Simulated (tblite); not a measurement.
C5H9GeNS.
Bonds: C1–C2, C2–S3 (aromatic), S3–C4 (aromatic), C4–C5 (aromatic), C5–C6 (aromatic), C6–N7, N7–Ge8, C2–C6 (aromatic). Hydrogens: H9, H10, H11 on C1; H12 on C4; H13 on C5; H14 on N7; H15, H16, H17 on Ge8.

Computed with GFN2-xTB (tblite), gas phase: L-BFGS steps from a force-field or distance-geometry start until the largest atomic force falls under 0.01 eV/Å.

Step 2: E = -636.0743 eV
```
atom  x, y, z in Å  |  force x, y, z in eV/Å
C1     -2.2345   -1.2028   -0.4567    0.350   0.158   0.042
C2     -1.4743    0.0164   -0.0272   -0.197   0.161   0.114
S3     -2.3007    1.4787    0.4823    0.257  -0.108  -0.082
C4     -0.8034    2.2971    0.7819   -0.050  -0.590  -0.127
C5      0.2474    1.4777    0.5236   -0.145  -0.257  -0.147
C6     -0.1163    0.1654    0.0522    0.171   0.167   0.067
N7      0.8213   -0.8221   -0.2809    0.510   0.285   0.115
Ge8     2.6553   -0.6071   -0.1691   -0.122   0.055   0.024
H9     -1.9713   -2.0400    0.1989   -0.104   0.023  -0.144
H10    -3.3085   -1.0436   -0.4131    0.075   0.064   0.023
H11    -1.9531   -1.4530   -1.4849   -0.110  -0.088   0.109
H12    -0.7872    3.3107    1.1459   -0.077  -0.237  -0.097
H13     1.2631    1.8009    0.6572    0.217  -0.101  -0.038
H14     0.4647   -1.7190   -0.5980   -0.147   0.469   0.163
H15     3.3457   -1.8987   -0.6143   -0.393   0.333   0.119
H16     3.0521   -0.2881    1.2790   -0.115  -0.061  -0.409
H17     3.0929    0.5395   -1.0868   -0.119  -0.273   0.266
```

Step 3: E = -636.1187 eV
```
atom  x, y, z in Å  |  force x, y, z in eV/Å
C1     -2.2285   -1.1988   -0.4556    0.203   0.167   0.050
C2     -1.4699    0.0158   -0.0251   -0.125   0.235   0.114
S3     -2.3096    1.4825    0.4819    0.603  -0.338  -0.142
C4     -0.7989    2.2816    0.7795   -0.359  -0.116   0.000
C5      0.2485    1.4688    0.5183    0.224  -0.089  -0.047
C6     -0.1078    0.1613    0.0511   -0.163   0.258   0.088
N7      0.8371   -0.8131   -0.2773    0.163   0.239   0.093
Ge8     2.6485   -0.6052   -0.1680    0.100   0.055   0.009
H9     -1.9755   -2.0362    0.1917   -0.015  -0.142   0.030
H10    -3.3004   -1.0431   -0.4128   -0.031   0.116   0.038
H11    -1.9574   -1.4553   -1.4779   -0.016  -0.094  -0.112
H12    -0.7911    3.3010    1.1419   -0.020  -0.360  -0.134
H13     1.2678    1.7970    0.6558    0.058  -0.144  -0.061
H14     0.4609   -1.6965   -0.5901   -0.124   0.175   0.060
H15     3.3326   -1.8868   -0.6101   -0.342   0.217   0.079
H16     3.0481   -0.2905    1.2640   -0.076  -0.023  -0.238
H17     3.0888    0.5295   -1.0772   -0.081  -0.154   0.172
```

Step 4: E = -636.1461 eV
```
atom  x, y, z in Å  |  force x, y, z in eV/Å
C1     -2.2224   -1.1934   -0.4540    0.063   0.044   0.017
C2     -1.4670    0.0188   -0.0220   -0.131   0.081   0.035
S3     -2.3066    1.4796    0.4793    0.493  -0.343  -0.128
C4     -0.8016    2.2708    0.7784   -0.074  -0.115  -0.024
C5      0.2545    1.4625    0.5145   -0.041   0.171   0.064
C6     -0.1059    0.1617    0.0515    0.015   0.260   0.089
N7      0.8490   -0.8031   -0.2733   -0.212   0.133   0.049
Ge8     2.6461   -0.6029   -0.1672    0.159   0.058   0.001
H9     -1.9782   -2.0364    0.1876    0.031  -0.151   0.089
H10    -3.2950   -1.0407   -0.4119   -0.046   0.145   0.046
H11    -1.9604   -1.4585   -1.4755    0.034  -0.053  -0.156
H12    -0.7941    3.2877    1.1368   -0.012  -0.230  -0.082
H13     1.2712    1.7917    0.6537    0.095  -0.116  -0.053
H14     0.4565   -1.6783   -0.5838   -0.058   0.048   0.016
H15     3.3179   -1.8754   -0.6060   -0.265   0.068   0.027
H16     3.0442   -0.2923    1.2501   -0.023   0.018  -0.052
H17     3.0847    0.5203   -1.0680   -0.027  -0.019   0.062
```

Step 5: E = -636.1607 eV
```
atom  x, y, z in Å  |  force x, y, z in eV/Å
C1     -2.2183   -1.1900   -0.4530   -0.045  -0.112  -0.031
C2     -1.4675    0.0211   -0.0199    0.151  -0.075  -0.030
S3     -2.2971    1.4721    0.4756    0.140  -0.194  -0.071
C4     -0.8034    2.2628    0.7773    0.023   0.019   0.006
C5      0.2565    1.4624    0.5136    0.060   0.156   0.074
C6     -0.1033    0.1663    0.0532   -0.081   0.148   0.048
N7      0.8509   -0.7954   -0.2703   -0.193   0.069   0.026
Ge8     2.6475   -0.6005   -0.1667    0.027   0.055   0.003
H9     -1.9792   -2.0389    0.1868    0.036  -0.081   0.064
H10    -3.2925   -1.0368   -0.4106   -0.004   0.138   0.044
H11    -1.9614   -1.4610   -1.4767    0.040  -0.008  -0.092
H12    -0.7960    3.2763    1.1325   -0.027  -0.083  -0.027
H13     1.2750    1.7867    0.6516    0.078  -0.084  -0.043
H14     0.4532   -1.6671   -0.5799   -0.050  -0.021  -0.008
H15     3.3050   -1.8681   -0.6033   -0.191  -0.059  -0.018
H16     3.0417   -0.2930    1.2418    0.018   0.046   0.078
H17     3.0821    0.5152   -1.0620    0.018   0.084  -0.023
```

Q: Estimate the geometry and energy of step 6. (The exact step hangs on the optimiser's Hessian estimate; all steps are aligned on step 5, rigid shifts and turns removed.)

A: E = -636.1665 eV, largest force 0.211 eV/Å
```
atom  x, y, z in Å  |  force x, y, z in eV/Å
C1     -2.2175   -1.1910   -0.4532   -0.023  -0.114  -0.032
C2     -1.4652    0.0207   -0.0197    0.084  -0.180  -0.070
S3     -2.2910    1.4659    0.4731   -0.066  -0.066  -0.026
C4     -0.8041    2.2607    0.7771    0.072   0.025   0.004
C5      0.2585    1.4648    0.5146    0.047   0.095   0.052
C6     -0.1044    0.1709    0.0547    0.080   0.029   0.011
N7      0.8483   -0.7916   -0.2689   -0.104   0.029   0.013
Ge8     2.6484   -0.5988   -0.1665   -0.074   0.052   0.010
H9     -1.9789   -2.0412    0.1878    0.020  -0.038   0.027
H10    -3.2921   -1.0329   -0.4094    0.032   0.117   0.038
H11    -1.9610   -1.4620   -1.4788    0.024   0.002  -0.036
H12    -0.7971    3.2713    1.1307   -0.044   0.027   0.012
H13     1.2777    1.7836    0.6501    0.099  -0.051  -0.030
H14     0.4511   -1.6642   -0.5789   -0.042   0.009   0.003
H15     3.2974   -1.8669   -0.6028   -0.163  -0.095  -0.032
H16     3.0413   -0.2923    1.2406    0.028   0.051   0.102
H17     3.0816    0.5151   -1.0605    0.031   0.109  -0.045
```

The energy changes by -0.0058 eV. The first-order estimate −F·Δx gives -0.0083 eV and the mean of the old and new forces, exact on a quadratic surface, -0.0058 eV. The step makes an angle of 36° with the force vector and moves no atom by more than 0.009 Å.

The cost below is that of the whole relaxation. Hardware: Arm Neoverse V1, one thread, shared host with 32 logical CPUs at a one-minute load of 19. Cost: 0.32 s.
